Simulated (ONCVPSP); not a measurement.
## Which change was made? (W, ONCV)

ONCVPSP 4.0.1 input, shortened (lines: element, Z, core and valence counts, functional; n l f; lmax; l rc ep ncon nbas qcut; lloc lpopt rc5 dvloc0; l nproj debl; icmod fcfact rcfact), BLYP, fully relativistic:

```
  W 74.00   10    3  -106131      upf
    1    0    2.00
    2    0    2.00
    2    1    6.00
    3    0    2.00
    3    1    6.00
    3    2   10.00
    4    0    2.00
    4    1    6.00
    4    2   10.00
    4    3   14.00
    5    0    2.00
    5    1    6.00
    5    2    4.00
    2
    0    1.25    0.00    4    8    4.90
    1    1.35    0.00    5    9    5.30
    2    2.25    0.00    3    7    7.00
    4    5    0.80    0.00
    0    2    2.80
    1    1    0.80
    2    1    1.00
    2    0.30    0.95
```

Open shells are filled in proportion to 2j + 1.

In the s channel the program set the typed energies aside and used -3.487, 0.250 Ha.

Cutoffs, loose and tight: the cutoffs (Ha) at which the residual kinetic energy of the hardest occupied pseudo-wave falls to 1 and 0.1 mHa per electron. They do not see the model core or the augmentation charge, which bear on the density cutoff. Test errors are all-electron minus pseudo excitation energies from the reference, over the configurations 5s2 5p6 5d4 6s2; 5s2 5p6 5d4 6s1; 5s2 5p6 5d3; 5s1 5p6 5d4 6s2; variants that change the core or the reference have their own tests. The largest error is taken over the tests solved by every variant that gives reliable tests at all, those not shown here included: 5s1 5p6 5d4 6s2; 5s2 5p6 5d3; 5s2 5p6 5d4 6s1.

The base gives: outcome: generated, projector energies reset by the program; cutoff, loose: 125 Ha; cutoff, tight: 146 Ha; bound ghosts: s, p3/2, p1/2; GHOST(+) flags above zero: none; largest test error (meV): -92.

(1) After one change the result is: outcome: generated, projector energies reset by the program; cutoff, loose: 124 Ha; cutoff, tight: 145 Ha; bound ghosts: s, p; GHOST(+) flags above zero: none; largest test error (meV): -376. Which change was it?
A. scalar-relativistic
B. s: qcut 3.4; p: qcut 3.7; d: qcut 4.9
C. all radii but the core radius scaled by about 1.13 (s 1.42, p 1.52, d 2.54 bohr); local potential polynomial inside 0.90 bohr (lpopt 5, dvloc0 0 Ha)
D. p: ncon 3, nbas 7
E. reference 5s2 5p6 5d4 6s2; wave 5s: rc 1.25 bohr, ncon 4, nbas 8, qcut 4.9 1/bohr, 2 projectors, debl 2.8 Ha becomes 5s+6s: rc 1.25 bohr, ncon 4, nbas 8, qcut 4.9 1/bohr, 2 projectors

## Answers

(1) A. The others give: all radii but the core radius scaled by about 1.13 (s 1.42, p 1.52, d 2.54 bohr); local potential polynomial inside 0.90 bohr (lpopt 5, dvloc0 0 Ha) → outcome: generated, projector energies reset by the program; cutoff, loose: 90 Ha; cutoff, tight: 112 Ha; bound ghosts: s, p3/2; GHOST(+) flags above zero: p1/2; largest test error (meV): -158 | s: qcut 3.4; p: qcut 3.7; d: qcut 4.9 → outcome: generated, projector energies reset by the program; cutoff, loose: 124 Ha; cutoff, tight: 152 Ha; bound ghosts: s, p3/2, p1/2; GHOST(+) flags above zero: d5/2, d3/2; largest test error (meV): -169 | reference 5s2 5p6 5d4 6s2; wave 5s: rc 1.25 bohr, ncon 4, nbas 8, qcut 4.9 1/bohr, 2 projectors, debl 2.8 Ha becomes 5s+6s: rc 1.25 bohr, ncon 4, nbas 8, qcut 4.9 1/bohr, 2 projectors → outcome: generated; cutoff, loose: 125 Ha; cutoff, tight: 146 Ha; bound ghosts: s, p3/2, p1/2; GHOST(+) flags above zero: none; largest test error (meV): -123 | p: ncon 3, nbas 7 → outcome: generated, projector energies reset by the program; cutoff, loose: 108 Ha; cutoff, tight: 128 Ha; bound ghosts: s, p3/2, p1/2; GHOST(+) flags above zero: none; largest test error (meV): -68.
